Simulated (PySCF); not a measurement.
hydrogen telluride (H$_{2}$Te), singlet, geometry from GFN2-xTB (core potentials on Te). Base run: PBE0/def2-SV(P) (PySCF).

Here is a job for PySCF.
```python
from pyscf import gto, scf, dft

mol = gto.M(
    atom='''
Te   -0.00025927    0.04373338    0.00203842
H    -1.13139252   -1.14269398   -0.07705391
H     1.14487465   -1.13144164   -0.02894369
''',
    basis='def2-sv(p)',
    ecp={'Te': 'def2-sv(p)'},
    verbose=5,
)

mf = dft.RKS(mol)
mf.xc = 'pbe0'
mf.kernel()
mf.analyze()
```

Variants of this job, named by their change:

| change | basis functions | E (Eh) | HOMO (eV) | HOMO-LUMO gap (eV) | dipole (D) |
|---|---|---|---|---|---|
| base | 30 | -269.19951 | -6.44 | 5.85 | 0.34 |
| basis = ANO-RCC-VDZP; relativity = spin-free X2C (without ecp={'Te': 'def2-sv(p)'}) | 53 | -6794.58383 | -6.55 | 5.98 | 0.28 |
| basis = jorge-DZP-DKH; relativity = none (without ecp={'Te': 'def2-sv(p)'}) | 58 | -6545.80849 | -6.65 | 5.96 | 1.10 |
| basis = ANO-RCC-VDZP; relativity = none (without ecp={'Te': 'def2-sv(p)'}) | 53 | -6398.58195 | -7.32 | 6.08 | 1.47 |
| basis = x2c-TZVPall; relativity = none (without ecp={'Te': 'def2-sv(p)'}) | 72 | -6475.58746 | -6.66 | 5.89 | 0.53 |
| basis = jorge-DZP-DKH; relativity = spin-free X2C; nucleus = Gaussian (with nucmod='G'; without ecp={'Te': 'def2-sv(p)'}) | 58 | -6788.98543 | -6.45 | 5.96 | 0.66 |
| basis = jorge-DZP-DKH; relativity = spin-free X2C (without ecp={'Te': 'def2-sv(p)'}) | 58 | -6789.16943 | -6.45 | 5.96 | 0.66 |
| basis = x2c-TZVPall; relativity = spin-free X2C; nucleus = Gaussian (with nucmod='G'; without ecp={'Te': 'def2-sv(p)'}) | 72 | -6794.56285 | -6.53 | 5.95 | 0.23 |
| basis = x2c-TZVPall; relativity = spin-free X2C (without ecp={'Te': 'def2-sv(p)'}) | 72 | -6794.74695 | -6.53 | 5.95 | 0.23 |
| basis = ANO-RCC-VDZP; relativity = spin-free X2C; nucleus = Gaussian (with nucmod='G'; without ecp={'Te': 'def2-sv(p)'}) | 53 | -6794.36655 | -6.55 | 5.98 | 0.28 |

Totals shift with the method and basis; they matter in differences.

Basis sets contracted for a relativistic Hamiltonian are a mismatch without it, so the rows without relativity aren't non-relativistic limits. No row has spin-orbit coupling; sets with core potentials leave out the core electrons.
